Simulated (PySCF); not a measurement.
**CuF(OH), doublet: molecular constants**

All numbers come from PySCF, UPBE0, basis Cu def2-TZVP, F def2-TZVP, O def2-TZVP, H def2-TZVP (no relativity, density fitting).

The structure is a minimum.

```xyz
4
charge 0 multiplicity 2, angstrom
Cu   -0.0294    0.0056    0.0047
F     1.6948   -0.0577   -0.0964
O    -1.7608    0.0046    0.0637
H    -2.1878    0.7181    0.5486
```

```
Point group                                                                   : Cs
Bond lengths                                                                  : Cu–F 1.728 Å, Cu–O 1.732 Å, O–H 0.963 Å
Bond angles                                                                   : Cu–O–H 117.4°, F–Cu–O 177.4°
Enthalpy at 298.15 K above 0 K                                                : 14.42 kJ/mol
Heat capacity Cp at 298.15 K                                                  : 59.9 J/(mol K)
Entropy at 298.15 K and 1 bar (electronic part: spin only)                    : 288.2 J/(mol K)
Dipole moment                                                                 : 2.91 D
Rotational symmetry number                                                    : 1
Principal quadrupole moments (Buckingham, traceless) about the centre of mass : -9.36, 2.77, 6.59 D Å
Principal polarisabilities                                                    : 18.4, 18.5, 54.9 bohr³
Lowest empty level (β)                                                        : -5.06 eV
Atomisation energy without zero-point energy                                  : 1070 kJ/mol
Zero-point energy                                                             : 37.1 kJ/mol
Spin squared ⟨S²⟩                                                             : 0.757
Rotational constants                                                          : 25.22, 0.1539, 0.153 cm⁻¹
Highest occupied level (β)                                                    : -9.13 eV
```

Harmonic modes (masses in u: Cu 62.930, F 18.998, O 15.995, H 1.008):
```
symmetry  ω (cm⁻¹)  IR (km/mol)  μ (u)
     a''        74         19.7  11.59
      a'       191         14.9   9.55
      a'       601         19.4  11.53
      a'       709          117   1.16
      a'       773         81.8  14.06
      a'      3861          144   1.07
```

Charges (e):
```tsv
atom	Mulliken	Löwdin	polar tensor	spin (Mulliken)	Mayer order to Cu1
Cu1	0.73	0.45	0.99	0.56	–
F2	-0.49	-0.33	-0.68	0.11	0.85
O3	-0.58	-0.29	-0.62	0.34	1.11
H4	0.33	0.17	0.31	-0.01	0.02
```
Other Mayer orders above 0.3: O–H 0.88.

Mulliken populations on Cu1: s 6.59, p 12.28, d 9.40, f 0.00.

Outer orbital energies (eV). α occupied: -12.10, -11.88, -11.85, -10.84, -10.70, -9.90, -9.83, -9.44; empty: -0.88, 1.62, 2.59, 2.61. β occupied: -11.79, -11.34, -11.33, -10.89, -10.51, -9.55, -9.44, -9.13; empty: -5.06, -0.81, 1.67, 2.54.

This need not be the most stable arrangement of these atoms. Other spin states or occupations of the open shell can lie lower.

The final relaxation and frequency run took 73 s on 4 threads of a shared Arm Neoverse V1 host, with 113 basis functions and 21 gradients; the process peaked at 1.3 GiB.
